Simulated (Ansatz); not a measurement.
Geometry optimisation, Ansatz, RKS PBE0-D4/STO-3G.

Input:

```yaml
crystal:
  periodic: [false, false, false]
  atoms:
    - { symbol: C, position_ang: [0.0837, -0.6028, 1.6567] }
    - { symbol: C, position_ang: [0.2824, -0.6056, 0.1639] }
    - { symbol: S, position_ang: [0.8125, -1.9734, -0.6265] }
    - { symbol: Si, position_ang: [-0.0302, 0.9212, -0.8845] }
    - { symbol: O, position_ang: [-1.12786, 2.0099, -0.16165] }
    - { symbol: H, position_ang: [0.3244, 0.431, 2.0527] }
    - { symbol: H, position_ang: [0.6293, -1.3281, 2.1774] }
    - { symbol: H, position_ang: [-0.9926, -0.6981, 1.8304] }
    - { symbol: H, position_ang: [-0.4163, 0.61453, -2.22171] }
    - { symbol: H, position_ang: [1.30231, 1.68756, -0.98236] }
    - { symbol: H, position_ang: [-1.79455, 1.57063, 0.34688] }
basis:
  gaussian: { orbitals: STO-3G }
hamiltonian:
  xc: pbe0
  dispersion: d4
relax:
  f_tol: 0.015
  max_steps: 40
```

Command:

```bash
$ ansatz run input.yaml --threads 1 --pin off --max-ram 2048MiB --backend cpu --events-out ev --progress --plain --runs-dir out
```

**Question.** Where does it end, and by what steps?

**Answer.** It converged. Limits of this set-up: minimal basis. After 16 steps the energy has fallen by 0.610 eV; H11 moved furthest, 0.90 Å.

```csv
step,energy less start (eV),largest force component (eV/Å),accepted
0,0.0000,4.031,yes
1,-0.5041,0.893,yes
2,-0.5457,0.974,yes
3,-0.5706,0.892,yes
4,-0.5908,0.239,yes
5,-0.5941,0.138,yes
6,-0.6015,0.120,yes
7,-0.5889,0.660,no
8,-0.6061,0.062,yes
9,-0.6070,0.145,yes
10,-0.6080,0.068,yes
11,-0.6091,0.061,yes
12,-0.6097,0.023,yes
13,-0.6099,0.043,yes
14,-0.6101,0.033,yes
15,-0.6101,0.018,yes
16,-0.6101,0.014,yes
```

```xyz
11
Properties=species:S:1:pos:R:3
C 0.260 -0.519 1.665
C 0.239 -0.653 0.130
S 0.451 -2.072 -0.615
Si -0.035 0.993 -0.760
O -1.393 1.837 -0.138
H 1.107 0.110 1.982
H 0.347 -1.494 2.161
H -0.656 -0.021 2.021
H -0.156 0.729 -2.181
H 1.090 1.869 -0.520
H -2.180 1.248 -0.394
```

Whether the end is a true minimum wasn't checked by a vibrational analysis.

Run time: 110 s on 1 thread of Intel(R) Xeon(R) Processor @ 2.50GHz (Skylake/Cascade Lake), on a shared host, peak memory 0.16 GiB.
